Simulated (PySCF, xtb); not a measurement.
C4H9FO, SMILES C[C@H](F)COC.

GFN2-xTB run with xtb at its own geometry gives an orbital gap of 11.52 eV and a dipole moment of 3.02 D.

Geometry optimised at PBE-D3(BJ)/def2-SVP. The values are those of a single conformer.

**Question.** What does PBE/def2-TZVP in PySCF give? (The exact figures need the calculation; the answer reports its results.)

**Answer.** gap 6.27 eV (levels -6.05 and 0.23 eV), dipole 2.26 D.
